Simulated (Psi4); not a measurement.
Cl3In (SMILES [Cl][In]([Cl])[Cl]), singlet, at a GFN2-xTB geometry (such geometries of metal compounds can be far from the true shape) (core potentials on In). Base run: CAM-B3LYP/def2-SVP run with Psi4 1.11.

Geometry (Å):
```xyz
4

In     0.0000     0.0000     0.0000
Cl     2.2445    -0.2039    -0.4400
Cl    -0.9033    -1.0115     1.8531
Cl    -1.3412     1.2154    -1.4131
```
Charge 0, spin multiplicity 1.
All else is at Psi4's defaults (density fitting).
Base energy -1570.45743 Eh.

The base run was repeated with changes; each row names its change, and settings that it needs were set with it.

```json
[
 {"change": "base", "ΔE vs base (mEh)": "0.000", "SCF cycles": "7", "grid points": "85667", "basis functions": "80", "outcome": "converged"},
 {"change": "diis_max_vecs = 3", "ΔE vs base (mEh)": "0.000", "SCF cycles": "9", "grid points": "85667", "basis functions": "80", "outcome": "converged"},
 {"change": "d_convergence = 1e-4", "ΔE vs base (mEh)": "0.000", "SCF cycles": "7", "grid points": "85667", "basis functions": "80", "outcome": "converged"},
 {"change": "scf_type = cd", "ΔE vs base (mEh)": "-", "SCF cycles": "-", "grid points": "-", "basis functions": "-", "outcome": "input refused"},
 {"change": "cholesky_tolerance = 1e-3 (with scf_type cd)", "ΔE vs base (mEh)": "-", "SCF cycles": "-", "grid points": "-", "basis functions": "-", "outcome": "input refused"},
 {"change": "df_basis_scf = cc-pvqz-jkfit", "ΔE vs base (mEh)": "-", "SCF cycles": "-", "grid points": "-", "basis functions": "80", "outcome": "input refused"},
 {"change": "dft_radial_scheme = mura", "ΔE vs base (mEh)": "-0.001", "SCF cycles": "7", "grid points": "87337", "basis functions": "80", "outcome": "converged"},
 {"change": "level_shift = 1.0", "ΔE vs base (mEh)": "0.000", "SCF cycles": "7", "grid points": "85667", "basis functions": "80", "outcome": "converged"},
 {"change": "scf_initial_accelerator = ediis", "ΔE vs base (mEh)": "0.000", "SCF cycles": "7", "grid points": "85667", "basis functions": "80", "outcome": "converged"},
 {"change": "diis_max_vecs = 15", "ΔE vs base (mEh)": "0.000", "SCF cycles": "7", "grid points": "85667", "basis functions": "80", "outcome": "converged"},
 {"change": "dft_spherical_points = 110", "ΔE vs base (mEh)": "?", "SCF cycles": "7", "grid points": "31565", "basis functions": "80", "outcome": "converged"},
 {"change": "guess = gwh", "ΔE vs base (mEh)": "0.000", "SCF cycles": "9", "grid points": "85667", "basis functions": "80", "outcome": "converged"},
 {"change": "damping_percentage = 20", "ΔE vs base (mEh)": "0.001", "SCF cycles": "15", "grid points": "85667", "basis functions": "80", "outcome": "converged"}
]
```

Q: What belongs in the gaps?

A: 
- dft_spherical_points = 110, ΔE vs base (mEh): 1.661

- scf_type = cd: ended with `psi4.driver.p4util.exceptions.ValidationError: SCF: SCF_TYPE (CD) not supported for range-separated functionals, plese use SCF_TYPE = 'DF' to automatically select the correct JK build.`
- cholesky_tolerance = 1e-3 (with scf_type cd): ended with `psi4.driver.p4util.exceptions.ValidationError: SCF: SCF_TYPE (CD) not supported for range-separated functionals, plese use SCF_TYPE = 'DF' to automatically select the correct JK build.`
- df_basis_scf = cc-pvqz-jkfit: ended with `psi4.driver.qcdb.exceptions.BasisSetNotFound: BasisSet::construct: Unable to find a basis set for atom 1 for key JKFIT among:`
